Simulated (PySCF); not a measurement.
A run for PySCF: R-M06-2X/def2-TZVPPD on CH3Cl (SMILES CCl).

```python
from pyscf import gto, dft

mol = gto.M(
    atom='''
    C     0.80765029   -0.84884394    3.45746321
    Cl   -0.09440026    0.64005211    3.89387009
    H     1.72305566   -0.55690838    2.95217775
    H     1.02999050   -1.39177102    4.37103409
    H     0.18402824   -1.44444949    2.79830961
    ''',
    basis='def2-tzvppd',
    charge=0, spin=0, verbose=4, max_memory=1800)
mf = dft.RKS(mol, xc='m062x').density_fit(auxbasis='def2-universal-jkfit')
mf.grids.level = 4
mf.conv_tol = 1e-9
mf.max_cycle = 150
mf.kernel()
mf.dip_moment()
```

Output:

```
PySCF version 2.14.0

[INPUT] verbose = 4
[INPUT] num. atoms = 5
[INPUT] num. electrons = 26
[INPUT] charge = 0
[INPUT] spin (= nelec alpha-beta = 2S) = 0
[INPUT] symmetry False subgroup None
[INPUT] Mole.unit = angstrom
[INPUT] Symbol           X                Y                Z      unit          X                Y                Z       unit  Magmom
[INPUT]  1 C      0.807650290000  -0.848843940000   3.457463210000 AA    1.526237852526  -1.604082569097   6.533658552660 Bohr   0.0
[INPUT]  2 Cl    -0.094400260000   0.640052110000   3.893870090000 AA   -0.178390637488   1.209523193350   7.358348034736 Bohr   0.0
[INPUT]  3 H      1.723055660000  -0.556908380000   2.952177750000 AA    3.256103294782  -1.052404314675   5.578807418535 Bohr   0.0
[INPUT]  4 H      1.029990500000  -1.391771020000   4.371034090000 AA    1.946399955904  -2.630066055907   8.260057311237 Bohr   0.0
[INPUT]  5 H      0.184028240000  -1.444449490000   2.798309610000 AA    0.347762972786  -2.729613936868   5.288038774638 Bohr   0.0

nuclear repulsion = 51.1209554991242
number of shells = 51
number of NR pGTOs = 181
number of NR cGTOs = 139
basis = def2-tzvppd
ecp = {}


******** <class 'pyscf.df.df_jk.DFRKS'> ********
method = DFRKS
initial guess = minao
damping factor = 0
level_shift factor = 0
DIIS = <class 'pyscf.scf.diis.CDIIS'>
diis_start_cycle = 1
diis_space = 8
diis_damp = 0
SCF conv_tol = 1e-09
SCF conv_tol_grad = None
SCF max_cycles = 150
direct_scf = False
XC library pyscf.dft.libxc version 7.1.2
    S. Lehtola, C. Steigemann, M. J. T. Oliveira, and M. A. L. Marques,  SoftwareX 7, 1–5 (2018)
XC functionals = m062x
    Y. Zhao and D. G. Truhlar,  Theor. Chem. Acc. 120, 215 (2008)
    Y. Zhao and D. G. Truhlar,  Theor. Chem. Acc. 120, 215 (2008)
radial grids:
    Treutler-Ahlrichs [JCP 102, 346 (1995); DOI:10.1063/1.469408] (M4) radial grids

becke partition: Becke, JCP 88, 2547 (1988); DOI:10.1063/1.454033
pruning grids: <function nwchem_prune>
grids dens level: 4
symmetrized grids: False
atomic radii adjust function: <function treutler_atomic_radii_adjust>
small_rho_cutoff = 0
Set gradient conv threshold to 3.16228e-05
Initial guess from minao.
tot grids = 104424
******** <class 'pyscf.df.df.DF'> ********
auxbasis = def2-universal-jkfit
init E= -500.096224826259
  HOMO = -0.364193858115868  LUMO = -0.0247288435253168  gap/eV = 9.23731
cycle= 1 E= -500.085437325549  delta_E= 0.0108  |g|= 0.219  |ddm|= 1.39
  HOMO = -0.331799716207308  LUMO = 0.00723762607054468  gap/eV = 9.22568
cycle= 2 E= -500.091104785253  delta_E= -0.00567  |g|= 0.198  |ddm|= 0.448
  HOMO = -0.359014492657168  LUMO = 0.0138060639757298  gap/eV = 10.14496
cycle= 3 E= -500.099924890591  delta_E= -0.00882  |g|= 0.0253  |ddm|= 0.171
  HOMO = -0.364183610090126  LUMO = 0.0138526985186327  gap/eV = 10.28689
cycle= 4 E= -500.100068365955  delta_E= -0.000143  |g|= 0.00953  |ddm|= 0.0243
  HOMO = -0.362320699510873  LUMO = 0.0143192324254342  gap/eV = 10.24889
cycle= 5 E= -500.100089644559  delta_E= -2.13e-05  |g|= 0.00185  |ddm|= 0.0116
  HOMO = -0.362533522263771  LUMO = 0.0142908459873526  gap/eV = 10.25391
cycle= 6 E= -500.100090620234  delta_E= -9.76e-07  |g|= 0.000451  |ddm|= 0.00267
  HOMO = -0.362472736165651  LUMO = 0.0143012518004197  gap/eV = 10.25254
cycle= 7 E= -500.100090673514  delta_E= -5.33e-08  |g|= 0.000143  |ddm|= 0.000765
  HOMO = -0.362498766973694  LUMO = 0.0143043615595712  gap/eV = 10.25334
cycle= 8 E= -500.100090679323  delta_E= -5.81e-09  |g|= 1.4e-05  |ddm|= 0.000214
  HOMO = -0.362498364935756  LUMO = 0.0143055166183041  gap/eV = 10.25336
cycle= 9 E= -500.100090679425  delta_E= -1.02e-10  |g|= 1.5e-06  |ddm|= 3.39e-05
  HOMO = -0.362498615288132  LUMO = 0.0143055285155844  gap/eV = 10.25336
Extra cycle  E= -500.100090679428  delta_E= -2.39e-12  |g|= 7.98e-07  |ddm|= 5.38e-06
converged SCF energy = -500.100090679428
Dipole moment(X, Y, Z, Debye):  0.99234, -1.63723, -0.48124
```

The calculation finished and met its thresholds.

Cost: roughly 14 core-seconds.
